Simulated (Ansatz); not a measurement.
System: CH₇Si₂, net charge 0, doublet state. It need not be the lowest isomer of its formula. 
Coordinates optimised at B3LYP-D3(BJ)/def2-TZVP (Ansatz, an electronic-structure program):
```
C
H 1 1.0934
H 1 1.0934 2 107.13
Si 1 1.8799 2 109.27 3 118.26
H 4 1.4876 1 110.88 2 -177.68
H 4 1.4876 5 109.26 1 122.51
Si 1 1.8837 2 108.71 3 -117.31
H 7 1.4815 1 109.96 2 178.28
H 7 1.4815 8 108.77 1 -120.47
H 7 1.4849 8 108.59 9 -118.01
```
Charge 0, spin multiplicity 2.

Dipole moments at this geometry, in debye (magnitudes).

```csv
level,program,dipole (D)
PBE/def2-TZVPD,Ansatz,0.91
BLYP/def2-TZVPD,Ansatz,0.92
HSE06/def2-TZVPD,Ansatz,0.89
LC-wPBE/def2-TZVPD,Ansatz,0.85
wB97M-V/def2-TZVPD,Ansatz,(withheld)
CCSD(T)/aug-cc-pV(D+d)Z,Ansatz,(withheld)
```

Q: Complete the blanks.

A: 
- wB97M-V/def2-TZVPD, dipole (D): 0.92
- CCSD(T)/aug-cc-pV(D+d)Z, dipole (D): 0.87
